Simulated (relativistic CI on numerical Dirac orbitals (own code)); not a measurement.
**Radial parameters of Hg⁶⁶⁺**

Calculated at this level of theory: Dirac-Coulomb-Breit CI, orbitals from a KLI potential per configuration, model QED (radiative potential, 1s self-energy scaled to tabulated hydrogen-like ionisation energies), unscaled Slater integrals (own radial code, finite nucleus).

Slater integrals F^k, G^k are unscaled and averaged over j, outside the closed core [Ne]; ζ comes from projecting the Hamiltonian with its Breit term on Σ l·s of the shell.

- 3s2 3p2: F^2(3p,3p) = 591750, ζ(3p) = 2.8256e+06 cm⁻¹; <r>(3p) = 0.164, <r^2>(3p) = 0.03124 (bohr units).
- 3s2 3p 3d: ζ(3p) = 2.824e+06, F^2(3p,3d) = 598870, G^1(3p,3d) = 617190, G^3(3p,3d) = 417910, ζ(3d) = 377120 cm⁻¹; <r>(3p) = 0.1641, <r^2>(3p) = 0.03127, <r>(3d) = 0.1458, <r^2>(3d) = 0.02449 (bohr units).
- 3s 3p3: F^2(3p,3p) = 591590, G^1(3s,3p) = 754980, ζ(3p) = 2.8255e+06 cm⁻¹; <r>(3s) = 0.1664, <r^2>(3s) = 0.03173, <r>(3p) = 0.1641, <r^2>(3p) = 0.03126 (bohr units).

Averages of the first 10 configurations, taken without configuration mixing, which lowers the lowest level and can move excited configurations by several eV; other configurations of the list can lie among them:

```tsv
Configuration	Parity	States	Average energy above the lowest level (eV)
3s2 3p2	even	15	699.2
3s2 3p 3d	odd	60	1197.6
3s 3p3	odd	40	1249.7
3s2 3d2	even	45	1706.0
3p4	even	15	1826.3
3s 3p2 3d	even	300	1736.8
3p2 3d2	even	675	2788.1
3s 3p 3d2	odd	540	2234.0
3p3 3d	odd	200	2302.2
3s2 3d 4s	even	20	4460.3
```
